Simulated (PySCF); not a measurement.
A calculated (PBE, PySCF 2.14, x2c-TZVPall, the spin-free X2C one-electron Hamiltonian (Gaussian nucleus)) atom or ion has these occupied shells.

```json
{"shell": "1s", "electrons": "2", "orbital energy (eV)": "-14143.0", "rms radius, mean of both spins (bohr)": "0.0478"}
{"shell": "2s", "electrons": "2", "orbital energy (eV)": "-1863.8", "rms radius, mean of both spins (bohr)": "0.199"}
{"shell": "2p", "electrons": "6", "orbital energy (eV)": "-1648.4", "rms radius, mean of both spins (bohr)": "0.177"}
{"shell": "3s", "electrons": "2", "orbital energy (eV)": "-263.86", "rms radius, mean of both spins (bohr)": "0.568"}
{"shell": "3p", "electrons": "6", "orbital energy (eV)": "-195.22", "rms radius, mean of both spins (bohr)": "0.585"}
{"shell": "3d", "electrons": "10", "orbital energy (eV)": "-81.552", "rms radius, mean of both spins (bohr)": "0.617"}
{"shell": "4s", "electrons": "2", "orbital energy (eV)": "-22.963", "rms radius, mean of both spins (bohr)": "1.68"}
{"shell": "4p", "electrons": "6", "orbital energy (eV)": "-9.202", "rms radius, mean of both spins (bohr)": "2.10"}
```

Task: Name the element and its charge.

Result: Kr (krypton, neutral), in [Kr], closed-shell 1S.
